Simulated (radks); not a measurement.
Results of a calculation; reference values are marked as such.
Spherical quantum dot in the effective-mass picture: electrons in a well V = -V0 / (1 + exp((r - R)/a)) with V0 = 15.4, R = 2.53, a = 0.14, all in effective atomic units (hartree* = m*/eps^2 hartree, bohr* = eps/m* bohr), one dielectric constant everywhere. Level of theory: non-relativistic Kohn-Sham, PBE, spin-polarised, spherical densities (a radial shooting solver with Libxc functionals). Levels are named by radial order and angular momentum (1s, 1p, 1d, 2s, ...), and open shells are averaged over m. Results are scaled to m* = 0.622 and eps = 12.7, for which hartree* = 104.9 meV and bohr* = 1.08 nm. Each electron was tried in the lowest free levels, single moves between levels near the top were tried too, and the lowest total energy was kept; such a search can miss a lower state. The series stops at N = 23: beyond it a trial failed or the search could not be trusted, so later rows were left out. At N = 1 the Hartree and exchange-correlation terms need not cancel, so that row can carry a self-interaction error.

N,open shells,2S,E (meV),mu = E(N) - E(N-1) (meV),addition energy mu(N+1) - mu(N) (meV),e(HOMO) (meV),rms radius (nm)
1,"1s(up 1, down 0)",1,-1532.28,-1532.3,68.57,-1506.0,1.456
2,none,0,-2995.98,-1463.7,128.6,-1437.7,1.508
3,"1p(up 1, down 0)",1,-4331.10,-1335.1,51.73,-1309.7,1.607
4,"1p(up 2, down 0)",2,-5614.49,-1283.4,53.23,-1256.9,1.662
5,"1p(up 3, down 0)",3,-6844.64,-1230.2,69.17,-1203.4,1.701
6,"1p(up 3, down 1)",2,-8005.63,-1161.0,50.02,-1136.4,1.732
7,"1p(up 3, down 2)",1,-9116.59,-1111.0,51.46,-1085.4,1.757
8,none,0,-10176.1,-1059.5,139.9,-1033.6,1.779
9,"1d(up 1, down 0)",1,-11095.7,-919.60,49.33,-895.00,1.808
10,"1d(up 2, down 0)",2,-11966.0,-870.26,49.61,-845.49,1.833
11,"1d(up 3, down 0)",3,-12786.6,-820.65,49.73,-795.79,1.854
12,"1d(up 4, down 0)",4,-13557.5,-770.91,49.77,-746.03,1.873
13,"1d(up 5, down 0)",5,-14278.7,-721.15,63.84,-696.27,1.889
14,"1d(up 5, down 1)",4,-14936.0,-657.31,48.15,-633.30,1.905
15,"1d(up 5, down 2)",3,-15545.1,-609.15,48.45,-584.96,1.919
16,"1d(up 5, down 3)",2,-16105.8,-560.70,48.60,-536.41,1.932
17,"1d(up 5, down 4)",1,-16617.9,-512.10,48.67,-487.77,1.944
18,none,0,-17081.4,-463.43,150.9,-439.09,1.955
19,"1f(up 1, down 0)",1,-17393.9,-312.55,47.19,-288.96,1.969
20,"1f(up 2, down 0)",2,-17659.3,-265.36,47.23,-241.75,1.981
21,"1f(up 3, down 0)",3,-17877.4,-218.13,47.24,-194.51,1.993
22,"1f(up 4, down 0)",4,-18048.3,-170.89,47.23,-147.27,2.004
23,"1f(up 5, down 0)",5,-18171.9,-123.66,-,-100.05,2.015

All shells are closed at N = 2, 8, 18 (there: 1s2 1p6 1d10); the second difference of the energy has clear peaks (12 % above both neighbours; the first and last values, which can be the largest, are not judged, and half-filled shells can peak too) at N = 2, 5, 8, 13, 18.
